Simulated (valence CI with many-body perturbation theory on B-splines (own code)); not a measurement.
**Xe³³⁺: input, log and results**

Calculated by valence CI with perturbative core correlation (CI+MBPT): three valence electrons over a frozen Dirac-Fock core [Ar], radial functions for each j: 7 s, 7 p, 8 d, 6 f, 4 g, 1 h, with the one-electron correlation potential Σ1 (screened to all orders), the two-electron term Σ2, the three-electron term Σ3, Breit, model QED; selected single and double excitations, second order for the rest, scaled by the run's own slope (own B-spline code, finite nucleus).

Command, and the settings that its task file holds:

```sh
python run_cv.py task.json out
```

```
atom Xe  Z=54  mass_number=132  rms_radius_fm=4.7859
core [Ar]
valence 3d3
avg = 1
basis = M
beyond = 1
breit = 1
cap = 32000
capref = 2200
cscale = 1
de = 0.0
dress = 0
eps = 2e-08
extrap = 1
h = 0.27
hh = 1
l2 = 3
lcore = 6
maxit = 60
n2 = 5
natural = 1
nlev = 190
nno = [4, 4, 5, 4, 3, 1]
nroot = 40
nsp = [3, 3, 3, 2, 1, 0]
pt2 = 1
qed = 1
rpa = 1
s1 = 1
s2 = 1
s3 = 1
screen = 1
tol = 2e-05
whole = 1
```

It took 13 s on 1 thread of Intel(R) Xeon(R) Processor @ 2.30GHz, on a shared host.

Log. The first blocks belong to the next ion, which gives the ionisation energy. Fields: 2J, parity (1 odd), roots, reference size, generating configurations, candidates as configurations/state functions, variational space P, stored matrix elements, Davidson steps; e2 is the range of second-order energies in hartree. The first line gives the box (bohr), its intervals, the orbitals and the steps of their self-consistent field. Window is the range of levels sought, series limit the energy at which the first omitted orbital would enter, core excitation an estimate of the first excitation out of the core, left out the lowest levels not solved, and shifts from estimates the range by which levels moved from their first estimate, all in cm⁻¹.

```
rmax 3.4 intervals 58 orbitals 59 references ['3d3', '3d2 4s', '3d2 4p'] scf 3 t 0.6
2J=4 par=0 roots 2 ref 48 generators 3 cand 569/569 P 617/617 nnz 0 it 0
2J=4 par=0 roots 2 ref 48 generators 3 cand 50/50 P 667/667 nnz 0 it 0
   second order: generators 6 cand 15/15 e2 -0.00000 -0.00000
2J=0 par=0 roots 2 ref 19 generators 2 cand 201/201 P 220/220 nnz 0 it 0
   second order: generators 4 cand 0/0 e2 -0.00000 -0.00000
2J=6 par=0 roots 2 ref 38 generators 2 cand 532/532 P 570/570 nnz 0 it 0
2J=6 par=0 roots 2 ref 38 generators 4 cand 34/34 P 604/604 nnz 0 it 0
   second order: generators 10 cand 43/43 e2 -0.00000 -0.00000
reference levels 921, estimated 19, window 526447 1/cm; series limit 13265009, core excitation 1515592
2J=3 par=0 roots 5 ref 90 generators 4 cand 455/1044 P 1432/3621 nnz 3.5e+06 it 4
2J=3 par=0 roots 5 ref 90 generators 4 cand 187/417 P 1619/4038 nnz 4.3e+06 it 4
   second order: generators 5 cand 900/2278 e2 -0.00000 -0.00000
2J=5 par=0 roots 5 ref 102 generators 3 cand 613/1666 P 1422/4236 nnz 4.8e+06 it 4
2J=5 par=0 roots 5 ref 102 generators 3 cand 219/594 P 1641/4830 nnz 6.1e+06 it 3
   second order: generators 4 cand 951/2942 e2 -0.00000 -0.00000
2J=7 par=0 roots 3 ref 89 generators 2 cand 505/1396 P 1308/3959 nnz 4.3e+06 it 3
2J=7 par=0 roots 3 ref 89 generators 2 cand 238/709 P 1546/4668 nnz 5.9e+06 it 3
   second order: generators 2 cand 148/365 e2 -0.00000 -0.00000
2J=9 par=0 roots 3 ref 68 generators 3 cand 338/871 P 1237/3433 nnz 3.3e+06 it 3
2J=9 par=0 roots 3 ref 68 generators 3 cand 190/542 P 1427/3975 nnz 4.4e+06 it 4
   second order: generators 3 cand 107/303 e2 -0.00000 -0.00000
2J=1 par=0 roots 2 ref 54 generators 2 cand 194/301 P 1242/2009 nnz 0 it 4
2J=1 par=0 roots 2 ref 54 generators 2 cand 140/232 P 1382/2241 nnz 0 it 4
   second order: generators 2 cand 102/126 e2 -0.00000 -0.00000
2J=11 par=0 roots 1 ref 37 generators 1 cand 154/401 P 949/2406 nnz 0 it 4
2J=11 par=0 roots 1 ref 37 generators 1 cand 164/426 P 1113/2832 nnz 2.3e+06 it 4
   second order: generators 1 cand 153/320 e2 -0.00000 -0.00000
left out: unestimated 6894088, estimated none, shifts from estimates -1 to 5
operators 1.1
```

The Davidson iterations converged.

The last digits are not significant, and no measured levels were compared; by estimate large intervals hold to a few tenths of a per cent, small ones and those within an open d or f shell to about a per cent. Only levels of the ground parity were solved; by the run's estimate the other parity begins above the list, which can be wrong where configurations are misplaced.

- Valence energy: -243.454 hartree
- Ionisation energy: 2113.6 eV (NIST: 2113 ± 5 eV (theoretical))
- Reference configurations for the orbitals: 3d3, 3d2 4s, 3d2 4p
- Radial orbitals: 59
- Box radius: 3.371 bohr
- Largest variational space: 4830
- Lowest levels: (3d3/2^3) J=3/2 0, (3d3/2^2 3d5/2) J=5/2 [a] 89031, (3d3/2^2 3d5/2) J=7/2 132340, (3d3/2^2 3d5/2) J=3/2 132800, (3d3/2^2 3d5/2) J=9/2 145780, (3d3/2^2 3d5/2) J=1/2 155270, (3d3/2 3d5/2^2) J=7/2 [a] 234350, (3d3/2^2 3d5/2) J=5/2 [b] 236330, (3d3/2 3d5/2^2) J=9/2 248480, (3d3/2 3d5/2^2) J=3/2 [a] 276770, (3d3/2 3d5/2^2) J=1/2 290310, (3d3/2 3d5/2^2) J=11/2 303250, (3d3/2 3d5/2^2) J=5/2 [a] 322810, (3d3/2 3d5/2^2) J=5/2 [b] 341130 cm⁻¹

Levels are named by their leading jj configuration (3d3/2^4 stands for four electrons in 3d with j = 3/2), which in mixed levels can hold well under half, so a name can repeat and another be missing. Letters in brackets count levels of one name in rising energy.
